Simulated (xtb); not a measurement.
xtb input:

```bash
xtb mol.xyz --gfn 2 --ohess tight --chrg 0 --uhf 0
```
mol.xyz:
```
6

C     -0.50068704    -0.01793372    -0.04178535
N      0.97927085     0.02192085     0.00230798
C      2.09724706    -0.03612457     0.05283449
H     -0.83293076    -0.69960398    -0.75827778
H     -0.86980173    -0.29486439     0.94051779
H     -0.86123369     1.02830363    -0.24586861
```

Question: Which total energy does the run end on?

Answer: -8.65083 Eh (GFN2-xTB).
